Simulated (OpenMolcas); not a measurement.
# Eu2+ in SrO: curves along the breathing mode

Eu2+ with its 6 nearest oxide ions, on the Sr site of SrO (a = 5.1602 Å, distance in the model lattice 2.580 Å). The rest of the host is ab initio model potentials to 7.6 Å, with orthogonalisation functions on the cations behind the ligands, and point charges beyond; the distance is set by hand and nothing relaxes. Ligand basis ANO-RCC-VDZP.

```yaml
Program: OpenMolcas 26.06
Method: CASSCF
Basis: ANO-RCC-VDZP [7s6p4d2f1g]
Scalar_Hamiltonian: DKH2, point nucleus
Active_space: 7 electrons in 7 orbitals (4f)
State_averaging: 2S+1 = 8 odd, 1 root; 2S+1 = 6 odd, 21 roots kept (CI in the orbitals of an earlier block)
Spin-orbit_coupling: state interaction with AMFI integrals over the reference wave functions
```

Spin-free energies (labels of O, the rotations of Oh) in cm-1 above the lowest fitted minimum, as all ligands move together:

```json
{"R (Å)": "2.392", "8A1": "4910", "6T1": "41750", "6A1": "44220", "6T1(2)": "44260", "6T2": "44260", "6A2": "44400", "6T2(2)": "44430"}
{"R (Å)": "2.448", "8A1": "1140", "6T1": "38020", "6A1": "40500", "6T1(2)": "40530", "6T2": "40540", "6A2": "40660", "6T2(2)": "40680"}
{"R (Å)": "2.504", "8A1": "10", "6T1": "36920", "6A1": "39410", "6T1(2)": "39430", "6T2": "39440", "6A2": "39550", "6T2(2)": "39580"}
{"R (Å)": "2.561", "8A1": "1410", "6T1": "38350", "6A1": "40850", "6T1(2)": "40870", "6T2": "40880", "6A2": "40980", "6T2(2)": "41000"}
{"R (Å)": "2.617", "8A1": "5230", "6T1": "42180", "6A1": "44690", "6T1(2)": "44710", "6T2": "44720", "6A2": "44810", "6T2(2)": "44830"}
{"R (Å)": "2.673", "8A1": "11440", "6T1": "48410", "6A1": "50930", "6T1(2)": "50950", "6T2": "50960", "6A2": "51040", "6T2(2)": "51060"}
{"R (Å)": "2.73", "8A1": "20290", "6T1": "57280", "6A1": "59800", "6T1(2)": "59820", "6T2": "59830", "6A2": "59900", "6T2(2)": "59930"}
```

Cubic fits give the following; the wavenumber is harmonic, with the mass of all moving ligands, small differences in it between states hang on the degree of the fit, a number in brackets counts states of one label, and the table is a selection of at most 14 states with clean curves.

```csv
State,R0 (Å),Breathing mode (cm-1),Minimum (cm-1)
8A1,2.502,530,0
6T1,2.501,529,36910
6A1,2.501,529,39400
6T1(2),2.501,529,39420
6T2,2.501,529,39430
6A2,2.502,530,39540
6T2(2),2.502,530,39570
6E,2.502,530,39580
6T2(3),2.501,529,44260
6E(2),2.501,529,44380
```

For an f ion spin-orbit coupling outweighs the ligand field, so these spin-free curves are not those of observable levels.

No quartet enters the spin-orbit mixing, so the splitting and order within the octet and the sextets are unsound, and g values and χT are rough. No measured value stands beside these numbers.
